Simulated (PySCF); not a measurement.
Computed IR spectrum (relative IR intensity) of a molecule C2H4ClNOSi. Coordinates come from a B3LYP-D3(BJ)/def2-SVP optimisation. One conformer was computed; it need not be the lowest. Calculation: B3LYP-D3(BJ)/def2-SVP (PySCF). Frequencies are harmonic and unscaled.

Lines under 2 % of the strongest are left out, and lines within 2 cm⁻¹ are merged.

ν (cm⁻¹): 103 (vw), 121 (m), 193 (w), 245 (m), 374 (vw), 428 (w), 588 (s), 693 (w), 730 (m), 807 (vs), 823 (m), 903 (w), 910 (w), 969 (m), 1137 (vw), 1181 (vw), 1265 (vw), 1620 (w), 3064 (vw), 3139 (w), 3869 (m) (against the strongest line: vs over 80 %, s over 45 %, m over 15 %, w over 4 %, vw less)

Task: Pick the molecule that these values belong to.
A. Cl[Si@H]1COC=N1
B. Cl[SiH2][C@H]1N=CO1
C. C[Si@]1(Cl)N=CO1
D. O[Si@@]1(Cl)C=NC1

Result: D, O[Si@@]1(Cl)C=NC1
